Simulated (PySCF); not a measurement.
**Correlation energy of As (arsenic, neutral)**

[Ar] 3d10 4s2 4p3, high-spin 4S determinant. Calculation: PySCF 2.14, in cc-pVDZ-PP with ECP10MDF; a scalar-relativistic core potential. Frozen: 3s2 3p6 3d10; 5 electrons correlated.

MP2 pair energies summed by pair of shells (mhartree):

```tsv
pair	energy	share (%)
4s-4p	-35.08	64.2
4p-4p	-12.26	22.4
4s-4s	-7.32	13.4
```

Total MP2 correlation energy: -54.66 mhartree.

Same-spin part -14.89 and opposite-spin part -39.77 mhartree; SCS-MP2 scales them by 1/3 and 6/5 to -52.69 mhartree.

```
  level  correlation energy (mhartree)
   CCSD                         -69.28
    (T)                          -0.70
CCSD(T)                         -69.98
```

Diagnostics: T1 = 0.0025, D1 = 0.0072, largest double amplitude 0.058.

Cost of the coupled-cluster step: 0.05 s of wall time on 1 thread of Intel(R) Xeon(R) 6975P-C (shared host), for 5 correlated electrons.
